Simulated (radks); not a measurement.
Trend from La to Lu: ionisation energy by Delta-SCF between NIST ground configurations, and size. Method: Dirac Kohn-Sham, PBE, spin-unpolarised, spherical densities, point nucleus; open shells fill j = l - 1/2 first; computed with a radial shooting solver on a logarithmic mesh with Libxc functionals.

species      configuration  IE (eV)  NIST (eV)       kind  -e(HOMO) (eV)  outermost  <r> outermost (bohr)
La            [Xe] 5d1 6s2    5.920      5.577       exp.  3.172 (5d3/2)      6s1/2                  4.43
Ce        [Xe] 4f1 5d1 6s2    6.116      5.539       exp.  3.144 (5d3/2)      6s1/2                  4.36
Pr            [Xe] 4f3 6s2    5.716      5.470  semi-emp.  1.335 (4f5/2)      6s1/2                  4.50
Nd            [Xe] 4f4 6s2    5.794      5.525       exp.  1.839 (4f5/2)      6s1/2                  4.44
Pm            [Xe] 4f5 6s2    5.868      5.582       exp.  2.243 (4f5/2)      6s1/2                  4.38
Sm            [Xe] 4f6 6s2    5.941      5.644       exp.  2.563 (4f5/2)      6s1/2                  4.33
Eu            [Xe] 4f7 6s2    6.015      5.670       exp.  2.262 (4f7/2)      6s1/2                  4.27
Gd        [Xe] 4f7 5d1 6s2    6.617      6.150       exp.  2.637 (5d3/2)      6s1/2                  4.00
Tb            [Xe] 4f9 6s2    6.163      5.864       exp.  2.546 (4f7/2)      6s1/2                  4.17
Dy           [Xe] 4f10 6s2    6.236      5.939       exp.  2.609 (4f7/2)      6s1/2                  4.12
Ho           [Xe] 4f11 6s2    6.310      6.022       exp.  2.626 (4f7/2)      6s1/2                  4.07
Er           [Xe] 4f12 6s2    6.385      6.108       exp.  2.601 (4f7/2)      6s1/2                  4.02
Tm           [Xe] 4f13 6s2    6.461      6.184       exp.  2.539 (4f7/2)      6s1/2                  3.97
Yb           [Xe] 4f14 6s2    6.538      6.254       exp.  2.443 (4f7/2)      6s1/2                  3.93
Lu       [Xe] 4f14 5d1 6s2    5.447      5.426       exp.  1.866 (5d3/2)      6s1/2                  3.66

Reference values: NIST Atomic Spectra Database (exp. = measured, semi-emp. = semi-empirical, theory = theoretical value adopted there). Spin polarisation and multiplet splitting are left out, so open shells lie too high by an amount that depends on their filling.

Beside tabulated values, note that spin-unpolarised runs miss the spin-polarisation part of the exchange energy of open shells.
